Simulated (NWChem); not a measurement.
Molecule: C$_{4}$H$_{5}$FO; SMILES F[C@H]1CCC1=O

```xyz
11

O      1.3417     1.3785     0.2942
C      0.3631     0.7507    -0.0078
C     -1.1557     0.9891     0.1053
C     -1.3253    -0.5600     0.0855
C      0.1184    -0.7056    -0.4629
F      0.9225    -1.6853     0.0628
H     -1.4841     1.5296     0.9972
H     -1.5642     1.4882    -0.7807
H     -2.1266    -0.9725    -0.5308
H     -1.3870    -0.9732     1.0959
H      0.1369    -0.7807    -1.5594
```
Atoms are numbered in this order, from 1.

Computed with NWChem. All runs use the structure optimised with B3LYP/6-31G* (spherical d). Level: M05-2X/def2-SVP with SMD (1 M gas to 1 M solution), gas-phase geometry.

### Question
Among these, which solvent gives the highest value of “cavity-dispersion-structure term (kcal/mol)”?
A. chlorobenzene
B. water
C. n-hexane
D. dimethyl sulfoxide

### Answer
B, water. Values: n-hexane -2.5; chlorobenzene -2.3; dimethyl sulfoxide -1.1; water 3.7
